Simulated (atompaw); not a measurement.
# LDA (PW92) PAW (atompaw) dataset for scandium, scalar-relativistic all-electron reference.

Sc, PAW, made with atompaw 4.2.0.5 (LDA (PW92), scalar-relativistic). Core [Ar], reference 3d1 4s1 4p1. Waves: 4s (bound): rc 3.00 bohr; 4s channel at 0.15 Ry: rc 3.00 bohr; 4p (bound): rc 3.00 bohr; 4p channel at 1.3 Ry: rc 3.00 bohr; 3d (bound): rc 3.00 bohr; 3d channel at 1.85 Ry: rc 2.35 bohr. Local part: vpsmatchnc scheme with l = 3 at 0 Ry, radius 2.45 bohr. Core correction: smooth core density matched at 1.75 bohr. Augmentation charge: besselshape compensation charge, radius 2.20 bohr; PAW radius 3.00 bohr; waves and projectors: custom rrkj gramschmidtortho.

All-electron outer shells of the reference configuration (LDA (PW92), scalar-relativistic, ld1.x):

```
shell  level (eV)  outermost node (bohr)  outermost maximum (bohr)
   3s      -56.01                   0.42                      0.92
   3p      -34.85                   0.39                      0.97
   4s       -5.01                   1.33                      3.02
   3d       -4.57                      –                      1.10
   4p       -2.10                   1.49                      3.93
```

Q: Estimate the cutoffs (Ry, on a coarse ladder) from which the occupation-weighted sum of valence levels, in a spherical-Bessel basis at the reference potential, stays within 10 and 1 mRy of its value at 400 Ry.

A: 8 Ry and 10 Ry.

Q: What does a ghost test show?

A: Ghost state, extra bound levels that the all-electron valence spectrum of the same l lacks: s at -53.9 eV. A true bound ghost makes a file unfit for plane-wave use.

Q: Is the overlap operator S = 1 + Σ q|β⟩⟨β| positive definite (Bessel basis up to 400 Ry)?

A: Yes: its lowest eigenvalue is 0.27 (s channel).

Q: Which valence shell sets the plane-wave cutoff?

A: 3d: its level needs 10 Ry to come within 1 mRy, against 6 Ry for 4s.
